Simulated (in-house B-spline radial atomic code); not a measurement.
## O+: [He] 2s2 2p3

Computed with a B-spline radial code for spherical atoms: non-relativistic CAM-B3LYP, spin-polarised, spherical fractional occupations, exact exchange averaged over the configuration, point nucleus.

Effective charges: Z_r = [3n² - l(l+1)]/(2<r>) from the radius, Z_e = n√(-2ε) from the energy, and Slater's rules. Values are occupation-weighted means over spin.

| shell | electrons | ε (eV) | <r> (bohr) | Z_r | Z_e | Slater |
| --- | --- | --- | --- | --- | --- | --- |
| 1s | 2 | -544.26 | 0.1995 | 7.52 | 6.32 | 7.70 |
| 2s | 2 | -43.035 | 1.096 | 5.47 | 3.56 | 4.90 |
| 2p | 3 | -30.436 | 1.082 | 4.62 | 2.99 | 4.90 |

The least bound orbital is 2p up at -30.44 eV, while the most diffuse is 2s down (<r> = 1.119 bohr against 1.082 bohr): energy order and size order differ.
